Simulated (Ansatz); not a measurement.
Consider the redistribution: `C[SiH](F)P` + `[SiH3][O][SbH2]` → `P[O][SbH2]` + `C[SiH](F)[SiH3]`.

Computed with Ansatz on PBE0-D4/def2-TZVP structures; ΔE is electronic, products minus reactants. CCSD(T)/CBS adds triple-zeta CCSD(T) − MP2 to the extrapolated MP2 energy (def2 sets, frozen cores). DFT in def2-TZVPP. HSE06 is defined as in plane-wave codes. def2 core potentials past Kr. For Sb outer-core shells are correlated without core-valence functions, which leaves a few kJ/mol of doubt a bond. One conformer a species, not always the lowest.

```tsv
level	ΔE (kJ/mol)
BLYP-D4	125.8
HSE06-D4	129.3
CAM-B3LYP-D4	134.1
BLYP	124.4
HSE06	128.9
RPA@PBE/def2-TZVPP	131.7
HF/def2-SVP	142.6
CCSD(T)/def2-TZVPP	138.3
```

What does CCSD(T)/CBS give? (An estimate is asked.)

Ansatz gave: +137.7 kJ/mol. The listed levels differ from it by -11.9, -8.4, -3.6, -13.3, -8.8, -6.0, 4.9, 0.6 kJ/mol.

Largest T1 diagnostic among the species: 0.015.

From BLYP to BHLYP (50 % exact exchange), in def2-TZVPP and without D4, ΔE moves by +13.6 kJ/mol. Leaving LDA and LC-ωPBE aside and taking each functional with its dispersion term where it has one, the values, not all of them listed here, spread over 17.3 kJ/mol, from revPBE-D4 to r2SCAN0-D4. LDA lies +3.3 kJ/mol from PBE without D4.
